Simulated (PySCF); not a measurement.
Coordinates in bohr (charge 0 multiplicity 2):
```
Cu   -2.3496   -0.6509    0.0000
Cu    1.1748    0.3255    2.4839
Cu    1.1748    0.3255   -2.4839
```

These are results of UPBE0/[Cu def2-TZVP], no relativity, density fitting, PySCF, not measurements.

This geometry of Cu₃ is a stationary point at this level.

Q: What is the point group?

A: C2v.

Q: Is it a minimum?

A: Yes: all harmonic wavenumbers are real.

Q: List the harmonic modes with their infrared intensities.

A: 
```json
{"symmetry": "a1", "ω (cm⁻¹)": "98", "IR (km/mol)": "1.7"}
{"symmetry": "b2", "ω (cm⁻¹)": "147", "IR (km/mol)": "28.4"}
{"symmetry": "a1", "ω (cm⁻¹)": "240", "IR (km/mol)": "1.7"}
```

Q: What are the dipole moment and the gap between the highest occupied and lowest empty levels of either spin?

A: 0.73 D and 1.52 eV.

Q: What is the atomisation energy, with and without zero-point energy?

A: 268 kJ/mol without, 265 kJ/mol with.

In C2v the vibrations span 2a1 + b2. Here b1 is antisymmetric to the molecular plane and b2 lies in it.

Only a few start shapes were tried, so a lower isomer may exist. With open d or f shells other occupations or spin states may lie lower.
